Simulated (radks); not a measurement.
Problem. Coherent X-ray form factor from a spherical all-electron density. Method: Dirac Kohn-Sham, BP86, spin-unpolarised, spherical densities, point nucleus; computed with a radial shooting solver on a logarithmic mesh with Libxc functionals.

sin(theta)/lambda (1/angstrom),f0 (electrons)
0.05,47.380
0.1,45.670
0.15,43.226
0.2,40.435
0.25,37.588
0.3,34.852
0.4,29.997
0.5,26.093
0.6,23.096
0.8,19.081
1,16.371
1.25,13.492
1.5,10.930
2,7.379

The species is in the configuration that NIST lists as its ground one. Which atom or ion scatters so?

Solution. The tin ion Sn2+, [Kr] 4d10 5s2. Extrapolating in s^2 from the first two rows gives f0(0) = 48.0, near the electron count 48; among species with that count, the fall with angle is slower the higher Z, and the table is that of Z = 50; from so few rows the species is fixed only to a neighbour or two.
